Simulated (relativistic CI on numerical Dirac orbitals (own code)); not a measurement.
# What each ingredient does to the levels of K10+

Base calculation: Dirac-Coulomb-Breit CI, separate exchange-only KLI orbitals for each configuration, model QED (radiative potential, 1s self-energy scaled to tabulated hydrogen-like ionisation energies), unscaled Slater integrals.

Configuration list (outside the closed core 1s2): 2s²2p⁵, 2s2p⁶, 2s²2p⁴3s, 2s²2p⁴3p, 2p⁶3s, 2p⁶3p, 2s²2p⁴3d, 2p⁶3d, 2s2p⁵3s, 2s2p⁵3p, 2s2p⁵3d, 2s²2p⁴4s, 2s²2p⁴4p, 2s²2p⁴4d, 2s²2p⁴4f, 2s²2p³3s². Levels of other configurations are missing.

Variants: (1) P86 correlation estimate; (2) configuration mixing switched off; (3) non-relativistic limit. Shifts of the energy above 2s²2p⁵ ²P°3/2, in cm⁻¹, for the lowest level and the first level of each name with at least 55 % of one term (blank where a level changes its place among those of its configuration and J or its character, or is not in the variant):

| Level | Base | Δ(1) | Δ(2) | Δ(3) |
| --- | --- | --- | --- | --- |
| 2s²2p⁵ ²P°3/2 | 0 | 0 | 0 | 0 |
| 2s²2p⁵ ²P°1/2 | 23424 | 0 | -5 | -23424 |
| 2s2p⁶ ²S1/2 | 668554 | +2104 | +5942 | -31072 |
| 2s²2p⁴3s ⁴P5/2 | 2632827 | +9547 | +1378 | +5086 |
| 2s²2p⁴3s ⁴P3/2 | 2645393 | +9547 | +1319 | -7480 |
| 2s²2p⁴3s ⁴P1/2 | 2654130 | +9549 | +1772 | -16218 |
| 2s²2p⁴3s ²P3/2 | 2665124 | +9542 | +892 | -431 |
| 2s²2p⁴3s ²P1/2 | 2679525 | +9543 | +1167 | -14832 |
| 2s²2p⁴3s ²D5/2 | 2722800 | +9543 | +1090 | -6177 |
| 2s²2p⁴3s ²D3/2 | 2723394 | +9543 | +1071 | -6771 |
| 2s²2p⁴3p ⁴P°5/2 | 2777597 | +10364 | +3982 | -3316 |
| 2s²2p⁴3p ⁴P°3/2 | 2779871 | +10363 | +3949 | -5589 |
| 2s²2p⁴3p ⁴P°1/2 | 2787448 | +10364 | +4322 | -13167 |
| 2s²2p⁴3p ⁴D°7/2 | 2796582 | +10350 | -784 | -1296 |
| 2s²2p⁴3s ²S1/2 | 2800879 | +9629 | +30330 | -10466 |
| 2s²2p⁴3p ⁴D°5/2 | 2801430 | +10351 | -478 | -6143 |
| 2s²2p⁴3p ⁴D°3/2 | 2810550 | +10351 | -433 | -15263 |
| 2s²2p⁴3p ⁴D°1/2 | 2813125 | +10355 | +28 | -17839 |
| 2s²2p⁴3p ²D°5/2 | 2818278 | +10351 | -544 | -8215 |
| 2s²2p⁴3p ²P°3/2 | 2821883 | +10358 | +2885 |  |
| 2s²2p⁴3p ⁴S°3/2 | 2830208 | +10351 | -970 |  |
| 2s²2p⁴3p ²S°1/2 | 2834053 | +10352 | +593 | -14076 |

At this charge energies of transitions that change n are usually good to better than 1 %, and those within a shell (Δn = 0) to a few per cent.

Ionisation energy from the two ground configurations alone: base 563.789 eV; P86 correlation estimate 565.307 eV. The NIST ASD value (semi-empirical) is 565.6 eV.

LS names give the leading component of a level, which can be under half, so a name can repeat, a term be missing and a line seem to break the LS rules.
